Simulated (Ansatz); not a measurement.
`COBCl` and `[SiH3][SiH2]OBCl` differ in one atom or group.

Ansatz, PBE0-D4/def2-TZVP geometries, multiplicity 1. Each molecule was computed in one conformer, which needn't be the lowest.

```csv
property,`COBCl`
LUMO energy (PBE0/def2-TZVPP) / eV,-0.29
HOMO energy (B3LYP/def2-TZVPP) / eV,-8.51
HOMO–LUMO gap (ωB97M-V/def2-TZVPP) / eV,12.73
LUMO energy (PBE/def2-TZVPP) / eV,-1.28
HOMO–LUMO gap (PBE/def2-TZVPP) / eV,6.07
size of the dipole moment (PBE/def2-TZVPP) / D,2.59
```

Give the same properties after the change, and the shifts. (An estimate is asked.)

The calculation gave: 
```tsv
property	`[SiH3][SiH2]OBCl`	shift
LUMO energy (PBE0/def2-TZVPP) / eV	-0.57	-0.28
HOMO energy (B3LYP/def2-TZVPP) / eV	-8.19	0.32
HOMO–LUMO gap (ωB97M-V/def2-TZVPP) / eV	11.68	-1.05
LUMO energy (PBE/def2-TZVPP) / eV	-1.58	-0.30
HOMO–LUMO gap (PBE/def2-TZVPP) / eV	5.61	-0.46
size of the dipole moment (PBE/def2-TZVPP) / D	1.87	-0.72
```

With PBE0 the HOMO rises by 0.38 eV and the LUMO falls by 0.28 eV, so the gap narrows by about 0.66 eV. PBE moves the HOMO by 0.15 eV and ωB97M-V by 0.61 eV. Dipoles are sizes alone; their direction can turn.

B3LYP here is the variant with VWN-RPA as its local correlation; programs differ in this.
